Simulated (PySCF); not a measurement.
## Unknown compound

Molecular formula: C$_{6}$H$_{9}$FN$_{2}$Si. Simulated spectra:

1H NMR (400 MHz, computed): δ 6.21 (m, 1H), 6.19 (m, 1H), 5.63 (m, 1H), 5.59 (m, 1H), 4.84 (d, 2H), 4.47 (s, 3H).

13C{1H} NMR (computed): δ 173.1 (C), 143.7 (CH), 135.9 (C), 126.3 (CH2), 108.1 (CH), 59.9 (CH2).

PySCF 2.14 calculation with structure optimised with GFN2-xTB and shielding tensors at PBE0/pcSseg-1 (GIAO); single conformer, no solvent model, no relativistic terms, rapidly exchanging positions averaged.

Referencing at the same level of theory: 1H, 13C against TMS.

Q: What is the structure?

A: 
- Rings plus π bonds: 4 (1 ring in the answer).
- 6 carbon signals for 6 carbons: no two carbons are equivalent.
- Carbon types of the structure: 2 × C, 2 × CH, 2 × CH2, leaving 3 H on heteroatoms.
- δC 173.1: aromatic carbon bearing fluorine; an ipso carbon deshielded by its heteroatom.
- δC 143.7: alkene CH; the olefinic region.
- δC 135.9: substituted aromatic carbon next to a ring nitrogen.
- δC 126.3: terminal =CH2 carbon; an sp2 carbon of a C=C bond.
- δC 108.1: aromatic CH.
- δC 59.9: allylic sp3 CH2 bonded to N; the inductive effect lowers its shielding.
- δH 6.19: hydrogen on an alkene CH; attached to an sp2 carbon and in the plane of the double bond.

These data were computed for `C=CCn1nc(F)cc1[SiH3]`.

The shifts were computed for this structure.

Splittings by 19F in the carbon and heteronuclear signals aren't shown, as no couplings were computed. Shifts are as computed. Against solution values, carbons near 30 ppm lie about +3 ppm off and those near 130 ppm about +5 ppm. Of 1211 compounds with measured shifts, 218 miss one by over three times the rms of a fit or turn the order of signals round; such compounds aren't used in these exercises. Multiplicities follow the n + 1 count of equivalent neighbours, as no J values were calculated; m marks all less simple cases, F and P coupling included.
